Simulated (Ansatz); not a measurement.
Ansatz (a program for electronic structure) input (B3LYP/6-31G* with LANL2DZ past Ar): The .json file joins the Basis Set Exchange's 6-31G* for atoms up to Ar and LANL2DZ past it.

Ansatz 0.2 input:
```yaml
crystal:
  periodic: [false, false, false]
  atoms:
    - {symbol: Tl, position_ang: [-0.00000000, -0.00000000, -0.47480352]}
    - {symbol: Cl, position_ang: [0.00000000, 0.00000000, 2.26229912]}
basis:
  gaussian:
    orbitals: 6-31Gs+LANL2DZ.json
hamiltonian:
  xc: {name: B3LYP}
total_charge: -1
magnetization: {spin_polarized: true, initial_magnetization: 1}
relax: {f_tol: 0.003, max_steps: 120}
```

From the last part of the output:

```
WARN ansatz: RAYON_NUM_THREADS=1 ignored (pool sized by the plan → 1); use --threads N
Functional definition: B3LYP
integrals: 0.01 GiB planned
482 factors; integrals over basis functions are off by at most 1.0e-4 eV
mean field: 0.13 GiB planned
mean field evaluation 1: about -13927.6908 eV, gradient 1.4e1 eV
mean field evaluation 2: about -13927.3603 eV, gradient 1.6e1 eV
mean field evaluation 4: about -13929.0428 eV, gradient 1.8e-1 eV
mean field evaluation 8: about -13929.0442 eV, gradient 1.3e-3 eV
mean field evaluation 16: about -13929.0348 eV, gradient 1.3e0 eV
mean field -13929.04422475 eV, -511.8829338143 hartree, gradient 3.8e-5 eV, S^2 0.750151; 2 other end points of the search recorded, 0 dependent functions left out
the calculation of the forces begins
reference -13929.04440797 eV, -511.8829405475 hartree; 16, 15 occupied and 21, 22 virtual orbitals, 482 factors
relax step   1: F+E_penalty+E_count = -13929.04422475 eV  Δ(F+E_penalty+E_count) = +0.000e0 eV  max|allowed force component| = 5.348e-1 eV/Å  Δτ_max = 0.0000 Å  (48 SCF iters, accepted)
these checks for a lower state are left out or cut short: starts, cluster_reference, orbital_swaps, neighbouring_geometries, increment
integrals: 0.01 GiB planned
482 factors; integrals over basis functions are off by at most 1.0e-4 eV
mean field: 0.13 GiB planned
mean field evaluation 32: about -13929.0720 eV, gradient 1.5e-5 eV
mean field -13929.07195676 eV, -511.8839529469 hartree, gradient 9.8e-6 eV, S^2 0.750152; 0 other end points of the search recorded, 0 dependent functions left out
the calculation of the forces begins
reference -13929.07214066 eV, -511.8839597049 hartree; 16, 15 occupied and 21, 22 virtual orbitals, 482 factors
relax step   2: F+E_penalty+E_count = -13929.07195676 eV  Δ(F+E_penalty+E_count) = -2.773e-2 eV  max|allowed force component| = 1.908e-1 eV/Å  Δτ_max = 0.0391 Å  (27 SCF iters, accepted)
these checks for a lower state are left out or cut short: starts, cluster_reference, orbital_swaps, neighbouring_geometries, increment
integrals: 0.01 GiB planned
482 factors; integrals over basis functions are off by at most 1.0e-4 eV
mean field: 0.13 GiB planned
mean field -13929.07709528 eV, -511.8841417841 hartree, gradient 7.9e-6 eV, S^2 0.750154; 0 other end points of the search recorded, 0 dependent functions left out
the calculation of the forces begins
reference -13929.07727975 eV, -511.8841485633 hartree; 16, 15 occupied and 21, 22 virtual orbitals, 482 factors
relax step   3: F+E_penalty+E_count = -13929.07709528 eV  Δ(F+E_penalty+E_count) = -5.139e-3 eV  max|allowed force component| = 7.129e-3 eV/Å  Δτ_max = 0.0291 Å  (27 SCF iters, accepted)
these checks for a lower state are left out or cut short: starts, cluster_reference, orbital_swaps, neighbouring_geometries, increment
integrals: 0.01 GiB planned
482 factors; integrals over basis functions are off by at most 1.0e-4 eV
mean field: 0.13 GiB planned
mean field -13929.07710364 eV, -511.8841420911 hartree, gradient 3.4e-5 eV, S^2 0.750153; 0 other end points of the search recorded, 0 dependent functions left out
the calculation of the forces begins
reference -13929.07728808 eV, -511.8841488693 hartree; 16, 15 occupied and 21, 22 virtual orbitals, 482 factors
relax step   4: F+E_penalty+E_count = -13929.07710364 eV  Δ(F+E_penalty+E_count) = -8.353e-6 eV  max|allowed force component| = 1.961e-4 eV/Å  Δτ_max = 0.0012 Å  (18 SCF iters, accepted)
integrals: 0.01 GiB planned
482 factors; integrals over basis functions are off by at most 1.0e-4 eV
mean field: 0.13 GiB planned
mean field evaluation 64: about -13929.0771 eV, gradient 1.7e-5 eV
mean field -13929.07710364 eV, -511.8841420911 hartree, gradient 3.4e-5 eV, S^2 0.750153; 3 other end points of the search recorded, 0 dependent functions left out
the calculation of the forces begins
reference -13929.07728808 eV, -511.8841488693 hartree; 16, 15 occupied and 21, 22 virtual orbitals, 482 factors
Total energy: -13929.07728808 eV, -511.8841488693 hartree
Atom 0 at     0.000000    -0.000000    -0.541867 Å, force     0.000000    -0.000000    -0.000196 eV/Å
Atom 1 at    -0.000000     0.000000     2.329363 Å, force    -0.000000     0.000000     0.000196 eV/Å
Dipole moment:     0.000000    -0.000000    -1.314785 e Å
```

The dipole moment of an ion depends on the origin.
